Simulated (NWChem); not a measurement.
System: C2H6BN; SMILES C=CBN

The following NWChem deck was run.

```
start job
memory heap 200 mb stack 900 mb global 1100 mb
geometry units angstroms noautoz
  B     -0.655763    -0.725175     0.109085
  H     -1.675328    -1.250616     0.462025
  C     -0.582727     0.818806    -0.133425
  C      0.504418     1.573750     0.085721
  H     -1.489773     1.339190    -0.450232
  H      0.514287     2.653391    -0.057333
  H      1.438990     1.142988     0.445198
  N      0.463199    -1.546212    -0.070461
  H      0.453781    -2.539884     0.111272
  H      1.352643    -1.204578    -0.411765
end
basis spherical
  * library 6-31g*
end
dft
  xc n12
  iterations 150
  mulliken
end
task dft energy
```

Coordinates come from a B3LYP/6-31G* (spherical d) optimisation.

Problem. Give the results of this calculation. (N12/6-31G* (spherical d).) Quantities: energy (Ha); highest occupied level (eV); orbital gap (eV); dipole (D).

Solution. 
| Quantity | Result |
|---|---|
| energy (Ha) | -159.42 |
| highest occupied level (eV) | -5.72 |
| orbital gap (eV) | 4.78 |
| dipole (D) | 1.77 |
